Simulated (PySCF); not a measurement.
Ionising ZnSi

ROHF-MP2; Zn def2-SVPD, Si def2-SVPD; no relativity (PySCF 2.14). Neutral (ROHF): triplet (π ↑↑), Re = 2.378 Å, ωe = 279 cm⁻¹, De = 0.94 eV.

ZnSi⁻ (UHF): quartet (σ ↑, π ↑↑), Re = 2.480 Å, ωe = 221 cm⁻¹. The energies at the minima are -2066.75140 hartree for ZnSi and -2066.78803 for ZnSi⁻.

Problem. Work out the adiabatic electron affinity, without and with harmonic zero-point energies (1 hartree = 27.2114 eV, 1 eV = 8065.5 cm⁻¹), and the change of the bond length.

Solution. At MP2: 0.03663 hartree = 0.997 eV between the minima; the zero-point term (279.0 − 221.0)/2 cm⁻¹ = +0.004 eV makes it 1.000 eV. Re changes by +10.2 pm against the neutral. The electron enters a σ orbital, and the longer bond of the ion fits an antibonding orbital, or a change in how ionic the bond is.

Correlated steps freeze 10 core orbitals. UHF and ROHF references stand side by side, which adds small steps between rows. Correlated levels converge slowly with the basis: in double zeta they bind strong bonds too weakly, by up to about 1 eV, and carry superposition errors of some tenths. States were picked by a PBE0 search and need not be the measured ground states.

Neutral and ion stand on different kinds of reference determinant, which adds to the error of the difference.
